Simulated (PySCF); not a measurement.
Compound: C6H8FNO.
Atom-mapped SMILES: `[CH3:1][N:2]1[CH:3]=[C:4]([F:5])[CH2:6][CH2:7][C:8]1=[O:9]` (hydrogens: H10, H11, H12 on C1; H13 on C3; H14, H15 on C6; H16, H17 on C7)

Computed by this run: HF/def2-SV(P) geometry optimisation, gas phase (PySCF 2.14.0); density fitting; the optimiser is geomeTRIC in internal coordinates, started from a GFN2-xTB structure.

Step 0: E = -12523.6268 eV
```
atom  x, y, z in Å  |  force x, y, z in eV/Å
C1      2.3538   -0.0658   -0.2646    0.090  -0.276   0.024
N2      0.9104   -0.0219   -0.1788    0.319  -0.486  -0.130
C3      0.3067    1.2221   -0.0291   -1.152   0.438   0.380
C4     -0.9576    1.3313    0.3639    0.287   1.149  -0.083
F5     -1.5252    2.5475    0.5256    0.461  -1.066  -0.123
C6     -1.8092    0.1363    0.6366    0.068   0.191  -0.063
C7     -1.3204   -0.9961   -0.2615    0.032  -0.278   0.166
C8      0.1887   -1.1801   -0.2262    0.745  -1.561  -0.290
O9      0.7189   -2.2683   -0.2989   -0.988   1.542   0.143
H10     2.6477   -1.1058   -0.3945    0.067   0.188   0.012
H11     2.8043    0.3263    0.6488    0.063   0.023   0.021
H12     2.7000    0.5202   -1.1175    0.048   0.040  -0.029
H13     0.9304    2.0800   -0.2229   -0.035   0.110  -0.010
H14    -2.8558    0.3680    0.4333    0.006  -0.011   0.024
H15    -1.7283   -0.1463    1.6920   -0.097   0.006   0.015
H16    -1.7828   -1.9450    0.0088    0.093  -0.002  -0.070
H17    -1.5810   -0.7807   -1.3030   -0.007  -0.008   0.013
```

Step 1: E = -12523.6087 eV
```
atom  x, y, z in Å  |  force x, y, z in eV/Å
C1      2.3645   -0.0707   -0.2083   -0.058   0.105   0.000
N2      0.9144   -0.0403   -0.1927    0.116   0.088   0.168
C3      0.2906    1.2223   -0.0674    0.264  -0.089   0.082
C4     -0.9570    1.3486    0.3270   -0.143  -0.378   0.381
F5     -1.5143    2.5265    0.5281   -0.046   0.289  -0.169
C6     -1.7992    0.1554    0.6504    0.092   0.035  -0.025
C7     -1.3199   -1.0140   -0.2050    0.031  -0.077  -0.066
C8      0.1887   -1.1958   -0.3017   -0.504   0.642  -0.932
O9      0.6591   -2.2382   -0.6259    0.325  -0.403   0.504
H10     2.6930   -1.0985   -0.3023    0.004  -0.083  -0.024
H11     2.7579    0.3514    0.7215    0.019  -0.023  -0.055
H12     2.7586    0.5049   -1.0494   -0.003  -0.003  -0.024
H13     0.9127    2.0777   -0.2914   -0.021   0.001   0.044
H14    -2.8501    0.3719    0.4466    0.035   0.006  -0.002
H15    -1.7209   -0.0714    1.7184   -0.024  -0.019   0.051
H16    -1.7390   -1.9698    0.1029   -0.064   0.013   0.044
H17    -1.6382   -0.8382   -1.2390   -0.021  -0.103   0.024
```

Step 2: E = -12523.6561 eV
```
atom  x, y, z in Å  |  force x, y, z in eV/Å
C1      2.3693   -0.0751   -0.2323    0.015   0.024  -0.067
N2      0.9215   -0.0158   -0.1956   -0.226   0.102  -0.197
C3      0.3007    1.2392   -0.0253    0.060  -0.280  -0.054
C4     -0.9586    1.3427    0.3485    0.239   0.144  -0.044
F5     -1.5048    2.5391    0.4948   -0.222   0.028   0.080
C6     -1.8096    0.1490    0.6373    0.024   0.107   0.005
C7     -1.3285   -1.0184   -0.2250    0.072   0.209  -0.386
C8      0.1820   -1.1597   -0.3361    0.186  -0.323   0.875
O9      0.6876   -2.2285   -0.4899   -0.021  -0.110  -0.255
H10     2.6693   -1.1095   -0.3677   -0.006   0.040   0.030
H11     2.7936    0.3062    0.6999   -0.011  -0.006   0.002
H12     2.7609    0.5161   -1.0643   -0.009   0.028  -0.001
H13     0.9169    2.1054   -0.2189   -0.043   0.026   0.014
H14    -2.8577    0.3669    0.4263    0.017   0.054  -0.007
H15    -1.7434   -0.0869    1.7057   -0.034  -0.083  -0.030
H16    -1.7346   -1.9706    0.1124    0.139  -0.006   0.003
H17    -1.6637   -0.8785   -1.2582   -0.179   0.047   0.031
```

**Question.** Estimate the geometry and energy of step 3. (The exact step hangs on the optimiser's Hessian estimate; all steps are aligned on step 2, rigid shifts and turns removed.)

**Answer.** E = -12523.6798 eV, largest force 0.242 eV/Å
```
atom  x, y, z in Å  |  force x, y, z in eV/Å
C1      2.3659   -0.0646   -0.2462    0.025  -0.093  -0.046
N2      0.9185   -0.0377   -0.1812    0.026   0.055  -0.062
C3      0.3073    1.2197   -0.0099   -0.079   0.175  -0.057
C4     -0.9486    1.3497    0.3661   -0.078  -0.146  -0.054
F5     -1.5208    2.5360    0.5173    0.175  -0.048   0.001
C6     -1.8076    0.1583    0.6279    0.010  -0.049   0.070
C7     -1.3221   -1.0101   -0.2332   -0.025  -0.051  -0.114
C8      0.1877   -1.1908   -0.2959    0.007  -0.021   0.241
O9      0.6836   -2.2654   -0.4521   -0.045   0.192  -0.015
H10     2.6873   -1.0926   -0.3779    0.013   0.001   0.013
H11     2.7992    0.3342    0.6740    0.004  -0.010   0.008
H12     2.7257    0.5299   -1.0906   -0.014   0.002   0.008
H13     0.9292    2.0805   -0.2086    0.023   0.007   0.015
H14    -2.8484    0.3917    0.3997   -0.003   0.006  -0.016
H15    -1.7661   -0.0964    1.6933   -0.035  -0.028  -0.011
H16    -1.7427   -1.9572    0.0983    0.007  -0.019  -0.002
H17    -1.6473   -0.8635   -1.2691   -0.012   0.027   0.023
```

The energy changes by -0.0236 eV. The first-order estimate −F·Δx gives -0.0562 eV and the mean of the old and new forces, exact on a quadratic surface, -0.0236 eV. The step makes an angle of 70° with the force vector and moves no atom by more than 0.053 Å.

What follows is the cost of the whole optimisation. The run took 73 s wall on Arm Neoverse N1, one thread, shared host, and the process peaked at 0.54 GiB of memory.
